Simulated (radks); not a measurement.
Values are calculated unless marked as measured or tabulated.
Q: Coherent X-ray form factor from a spherical all-electron density. Code: a radial shooting solver on a logarithmic mesh with Libxc functionals. Model: non-relativistic Kohn-Sham, PBE, spin-polarised, spherical densities, point nucleus.

| sin(theta)/lambda (1/angstrom) | f0 (electrons) |
|---|---|
| 0.05 | 56.867 |
| 0.1 | 56.471 |
| 0.15 | 55.820 |
| 0.2 | 54.928 |
| 0.25 | 53.813 |
| 0.3 | 52.498 |
| 0.4 | 49.372 |
| 0.5 | 45.775 |
| 0.6 | 41.941 |
| 0.8 | 34.378 |
| 1 | 27.898 |
| 1.25 | 21.989 |
| 1.5 | 18.236 |
| 2 | 14.193 |

The species is in the configuration that NIST lists as its ground one. Which atom or ion scatters so?

A: The gold ion Au22+, [Kr] 4d10 4f11. Extrapolating in s^2 from the first two rows gives f0(0) = 57.0, near the electron count 57; among species with that count, the fall with angle is slower the higher Z, and the table is that of Z = 79; from so few rows the species is fixed only to a neighbour or two.
